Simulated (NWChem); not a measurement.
Molecule: C$_{4}$H$_{5}$F; SMILES C=CC(=C)F

```xyz
10

C      0.0574    -1.9436     0.0000
C     -0.6566    -0.8118     0.0000
C     -0.0656     0.5185     0.0000
C     -0.7326     1.6769     0.0000
F      1.2716     0.5258     0.0000
H      1.1496    -1.9194     0.0000
H     -0.4315    -2.9200     0.0000
H     -1.7501    -0.8395     0.0000
H     -1.8223     1.6778     0.0000
H     -0.1981     2.6277     0.0000
```
Atoms are numbered in this order, from 1.

Program: NWChem. The geometry was optimised at PBE0/def2-SVP. Static field.

| level | isotropic polarisability (bohr³) | anisotropy (bohr³) |
|---|---|---|
| PBE/def2-SVPD | 56.3 | 47.1 |
| B3LYP/def2-SVPD | 55.6 | 47.1 |
| LDA (Slater exchange, VWN5)/def2-SVPD | [?] | 47.0 |

Problem. Some entries are withheld; supply them.

Solution. 
- LDA (Slater exchange, VWN5)/def2-SVPD, isotropic polarisability (bohr³): 56.8
